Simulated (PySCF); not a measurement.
A side-by-side comparison of computed properties.

First species: C₇H₈F₃N.
SMILES with atom numbers: `[CH3:1][C@H:2]([C:3]#[N:4])[C@@H:5]([CH3:6])[C:7]([F:8])=[C:9]([F:10])[F:11]` (hydrogens: H12, H13, H14 on C1; H15 on C2; H16 on C5; H17, H18, H19 on C6)

Second species: C5H13PSSi.
SMILES: `[SiH2](P)C/C(=C/SC)C`

Levels: PBE0/pcSseg-1 for dipole moment, HOMO energy, LUMO energy and HOMO–LUMO gap; GFN2-xTB for rotational constant A and rotational constant C. Geometries: GFN2-xTB. Each structure is a single optimised conformer of the isolated species, non-relativistic unless stated; the electronic structure was computed with PySCF and density fitting.

The conformers computed, where there is a choice (atom-mapped SMILES and torsion angles):
- `[CH3:1][C@H:2]([C:3]#[N:4])[C@@H:5]([CH3:6])[C:7]([F:8])=[C:9]([F:10])[F:11]`: C1–C2–C5–C6 -178°, C2–C5–C7–F8 -57°
- `[CH3:1][S:2]/[CH:3]=[C:4](\[CH3:5])[CH2:6][SiH2:7][PH2:8]`: C1–S2–C3–C4 -160°, C3–C4–C6–Si7 -89°, C4–C6–Si7–P8 44°, H–P8–Si7–C6 -86°, H–P8–Si7–C6 -179°

Values for the first species:

- Dipole moment: 2.13 D
- HOMO energy: -7.67 eV
- LUMO energy: 0.15 eV
- HOMO–LUMO gap: 7.82 eV
- Rotational constant A: 1.930 GHz
- Rotational constant C: 0.597 GHz

(1) Estimate the same properties for the second species, and the change in each.

## Answers

(1) 
```json
{"property": "dipole moment", "first": "2.13 D", "second": "0.83 D", "second less first": "-1.30 D"}
{"property": "HOMO energy", "first": "-7.67 eV", "second": "-5.77 eV", "second less first": "+1.90 eV"}
{"property": "LUMO energy", "first": "0.15 eV", "second": "0.10 eV", "second less first": "-0.05 eV"}
{"property": "HOMO–LUMO gap", "first": "7.82 eV", "second": "5.87 eV", "second less first": "-1.95 eV"}
{"property": "rotational constant A", "first": "1.930 GHz", "second": "1.590 GHz", "second less first": "-0.340 GHz"}
{"property": "rotational constant C", "first": "0.597 GHz", "second": "0.565 GHz", "second less first": "-0.032 GHz"}
```

On the first: The dipole equals about 7.1 × 10⁻³⁰ C·m (1 D = 3.33564 × 10⁻³⁰ C·m). A dipole of 2.13 D is allowed in C1, and pure rotational transitions are dipole-allowed.

On the second: The dipole matches unit charges of opposite sign 0.17 Å apart (1 e·Å = 4.8032 D). A dipole of 0.83 D is allowed in C1, and pure rotational transitions are dipole-allowed.
